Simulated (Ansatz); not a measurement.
InH2Br. Charge 0, multiplicity 1. Geometry r2SCAN-D4/def2-TZVP, basis def2-TZVP, Ansatz.

```xyz
4

In   -0.081   -0.155    0.240
H     1.178   -0.298    1.376
H    -1.694   -0.691    0.155
Br    0.596    1.144   -1.771
```

| run | HOMO (eV) | LUMO (eV) |
| --- | --- | --- |
| A | -10.67 | 0.37 |
| B | -10.01 | -0.52 |
| C | -6.99 | -2.75 |
| D | -8.02 | -1.87 |
| E | -6.90 | -2.48 |
| F | -6.44 | -2.72 |

In the def2 sets In takes a core potential; there is no spin–orbit coupling.

The runs used B97M-V, BLYP, HF, r2SCAN, r2SCAN0, ωB97M-V. Estimate which is which.

A HF (100 % exact exchange); B ωB97M-V (range-separated); C B97M-V (0 % exact exchange); D r2SCAN0 (25 % exact exchange); E r2SCAN (0 % exact exchange); F BLYP (0 % exact exchange). Exact exchange lowers occupied and raises empty levels; among semilocal functionals meta-GGAs tend to open the gap a little, and such runs are hard to tell apart. The gap grows from 3.72 eV (BLYP) to 11.04 eV (HF).
